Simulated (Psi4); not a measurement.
Dimer: AsH3 (SMILES [AsH3]) (first 4 atoms) with H2Se (SMILES [SeH2]); geometry from B3LYP-D3(BJ)/def2-TZVP, rigid monomers moved along the line of their centres of mass till As1···Se5 is 6.71 Å.
(charge 0, multiplicity 1):
```xyz
7

As    -0.18873    -0.11764    -0.35513
H     -0.15344    -0.09021    -1.88061
H      1.30997     0.13333    -0.25092
H     -0.50743     1.36942    -0.26977
Se     0.05802    -0.85849     6.30977
H     -1.38579    -0.92706     6.04756
H     -0.17254    -0.34964     7.67160
```

All values below come from SAPT0/aug-cc-pVDZ (Psi4 1.11).

Task: Give the four SAPT terms and the total, and say what mostly holds the pair together.

Result: electrostatics -1.9, exchange 0.0, induction 0.0, dispersion -2.6, total -4.6 meV; the largest attraction is dispersion.
